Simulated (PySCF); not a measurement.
Members of one series of related molecules.

All values: PBE0/pcSseg-1 (PySCF) at GFN2-xTB geometries, gas phase, one conformer each.

(1) Rank by LUMO energy, highest first.
A. `O=CN[Si@@H]1N[SiH2]C[SiH2]1`
B. `COC[Si@H]1N[SiH2]C[SiH2]1`
C. `C=C(C)[Si@@H]1N[SiH2]C[SiH2]1`

Answers

(1) B (0.22 eV), A (-0.11 eV), C (-0.29 eV).

All values together:

| SMILES | change | formula | μ (D) | HOMO (eV) | LUMO (eV) | lowest IAO charge (e) | highest IAO charge (e) | lowest Hirshfeld charge (e) | highest Hirshfeld charge (e) |
| --- | --- | --- | --- | --- | --- | --- | --- | --- | --- |
| C1[SiH2]N[SiH2][SiH2]1 | parent | CH9NSi3 | 0.34 | -7.16 | -0.11 | -0.934 (N) | +0.899 (Si) | -0.333 (N) | +0.367 (Si) |
| COC[Si@H]1N[SiH2]C[SiH2]1 | H on Si replaced by CH2OCH3 | C3H13NOSi3 | 1.59 | -7.00 | 0.22 | -0.927 (N) | +0.902 (Si) | -0.331 (N) | +0.368 (Si) |
| C=C(C)[Si@@H]1N[SiH2]C[SiH2]1 | H on Si replaced by isopropenyl | C4H13NSi3 | 0.42 | -7.10 | -0.29 | -0.931 (N) | +0.897 (Si) | -0.328 (N) | +0.366 (Si) |
| CC(C)[Si@H]1N[SiH2]C[SiH2]1 | H on Si replaced by iPr | C4H15NSi3 | 0.61 | -6.94 | 0.12 | -0.928 (N) | +0.898 (Si) | -0.328 (N) | +0.366 (Si) |
| O=CN[Si@@H]1N[SiH2]C[SiH2]1 | H on Si replaced by NHCHO | C2H10N2OSi3 | 3.58 | -7.34 | -0.11 | -0.941 (N) | +0.896 (Si) | -0.337 (N) | +0.364 (Si) |
| CC(C)O[Si@@H]1N[SiH2]C[SiH2]1 | H on Si replaced by OiPr | C4H15NOSi3 | 1.11 | -7.23 | -0.08 | -0.941 (N) | +0.947 (Si) | -0.329 (N) | +0.366 (Si) |

Conformers: `[CH2:1]1[SiH2:2][NH:3][SiH2:4][SiH2:5]1` with Si5–C1–Si2–N3 -20°, C1–Si2–N3–Si4 17°, Si2–N3–Si4–Si5 -6°, N3–Si4–Si5–C1 -7°; `[CH3:1][O:2][CH2:3][Si@H:4]1[NH:5][SiH2:6][CH2:7][SiH2:8]1` with C1–O2–C3–Si4 176°, O2–C3–Si4–N5 -75°; `[CH2:1]=[C:2]([CH3:3])[Si@@H:4]1[NH:5][SiH2:6][CH2:7][SiH2:8]1` with C1–C2–Si4–N5 -131°, C2–Si4–N5–Si6 -113°, Si4–N5–Si6–C7 -17°, N5–Si6–C7–Si8 20°, Si6–C7–Si8–Si4 -16°; `[CH3:1][CH:2]([CH3:3])[Si@H:4]1[NH:5][SiH2:6][CH2:7][SiH2:8]1` with C1–C2–Si4–N5 -178°; `[O:1]=[CH:2][NH:3][Si@@H:4]1[NH:5][SiH2:6][CH2:7][SiH2:8]1` with O1–C2–N3–Si4 0°, C2–N3–Si4–N5 174°, N3–Si4–N5–Si6 -140°, Si4–N5–Si6–C7 29°, N5–Si6–C7–Si8 -23°, Si6–C7–Si8–Si4 12°; `[CH3:1][CH:2]([CH3:3])[O:4][Si@@H:5]1[NH:6][SiH2:7][CH2:8][SiH2:9]1` with C1–C2–O4–Si5 -144°, C2–O4–Si5–N6 55°, O4–Si5–N6–Si7 -127°, Si5–N6–Si7–C8 -11°, N6–Si7–C8–Si9 20°, Si7–C8–Si9–Si5 -20°.

Problem. Give the shifts from the parent, `C1[SiH2]N[SiH2][SiH2]1`.

Solution. 
```json
{"SMILES": "COC[Si@H]1N[SiH2]C[SiH2]1", "change in μ (D)": "+1.25", "change in HOMO (eV)": "+0.16", "change in LUMO (eV)": "+0.33"}
{"SMILES": "C=C(C)[Si@@H]1N[SiH2]C[SiH2]1", "change in μ (D)": "+0.08", "change in HOMO (eV)": "+0.06", "change in LUMO (eV)": "-0.18"}
{"SMILES": "CC(C)[Si@H]1N[SiH2]C[SiH2]1", "change in μ (D)": "+0.27", "change in HOMO (eV)": "+0.22", "change in LUMO (eV)": "+0.23"}
{"SMILES": "O=CN[Si@@H]1N[SiH2]C[SiH2]1", "change in μ (D)": "+3.24", "change in HOMO (eV)": "-0.18", "change in LUMO (eV)": "0.00"}
{"SMILES": "CC(C)O[Si@@H]1N[SiH2]C[SiH2]1", "change in μ (D)": "+0.77", "change in HOMO (eV)": "-0.07", "change in LUMO (eV)": "+0.03"}
```
